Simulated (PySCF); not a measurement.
5-ethynylpyrimidine (C6H4N2), SMILES C#Cc1cncnc1.

Geometry optimised at PBE0-D3(BJ)/def2-SVP.

These are SMD-M06-2X/def2-SVP in PySCF values and carry that method's errors.

Solvation free energies are E(SMD) − E(gas) at the gas-phase geometry, for 1 M in both phases. In vacuum the dipole moment is 2.03 D.

Estimate the solvation free energies in water, cyclohexanone, N,N-dimethylformamide. (The exact figures need the calculation; the answer reports its results.)


| solvent | ΔG(solv) (kcal/mol) | its non-electrostatic (CDS) part | dipole (D) |
|---|---|---|---|
| water | -5.9 | 1.8 | 2.63 |
| cyclohexanone | -7.4 | -0.3 | 2.58 |
| N,N-dimethylformamide | -7.3 | 0.2 | 2.61 |
